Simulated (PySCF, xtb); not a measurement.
## Isomers of C2HAlLi in order of energy

4 gas-phase structures of C2HAlLi, found in a search over its isomers (lower ones may exist). Each was relaxed with GFN2-xTB; where two conformers were screened, the lower at r2SCAN-D4/def2-SVP is listed:

A. a doublet given by its coordinates
B. `[Li][C]#[C][AlH]`, a doublet
C. `[Li][Al][C]#C`, a doublet
D. a doublet given by its coordinates

A (Å):

```json
{"atom": "C", "x (Å)": "-0.4861", "y (Å)": "-1.6568", "z (Å)": "1.3792"}
{"atom": "C", "x (Å)": "0.5183", "y (Å)": "-0.9571", "z (Å)": "1.7220"}
{"atom": "Al", "x (Å)": "-0.7651", "y (Å)": "0.4265", "z (Å)": "0.8220"}
{"atom": "Li", "x (Å)": "-2.3348", "y (Å)": "-1.4923", "z (Å)": "0.4547"}
{"atom": "H", "x (Å)": "1.4859", "y (Å)": "-0.9441", "z (Å)": "2.1866"}
```

Close contacts (Å): C1–C2 1.27, C1–Al3 2.17, C1–Li4 2.07, C2–Al3 2.09, Al3–Li4 2.51, C2–H5 1.07.

D (Å):

```xyz
5

C     0.3953   -1.2856    0.4827
C    -0.6507   -1.2085    1.1082
Al   -2.3023   -0.9817    2.2267
Li   -0.2182    0.2420    2.8996
H     1.2591   -1.4122   -0.1197
```

Close contacts (Å): C1–C2 1.22, C2–Al3 2.01, C2–Li4 2.35, Al3–Li4 2.51, C1–H5 1.06.

Question: Estimate their order in r2SCAN-D4/def2-SVP energy at these geometries, lowest first.

Answer: Calculated order at r2SCAN-D4/def2-SVP: A (0.000), D (0.247), B (0.327), C (0.483) eV.

Energies above the lowest of each column, in eV:

| structure | GFN2-xTB | HF/STO-3G | r2SCAN-D4/def2-SVP |
| --- | --- | --- | --- |
| A | 0.583 | 0.515 | 0.000 |
| D | 0.334 | 0.302 | 0.247 |
| B | 0.000 | 1.797 | 0.327 |
| C | 0.425 | 0.000 | 0.483 |

r2SCAN-D4/def2-SVP puts A lowest; GFN2-xTB picks B, HF/STO-3G picks C. Some further structures that were screened fall inside this span and aren't listed. No reliable frequencies are at hand for these structures. Open shells are spin-unrestricted, some with notable spin contamination.

Over these structures GFN2-xTB departs from r2SCAN-D4/def2-SVP by 0.263 eV on average once a common shift is removed. A GFN2-xTB relaxation took about 0.16 s and the r2SCAN-D4/def2-SVP energy about 67 s on a shared host (PySCF 2.14.0, xtb 6.7.1 (Pople sets with spherical d functions)).
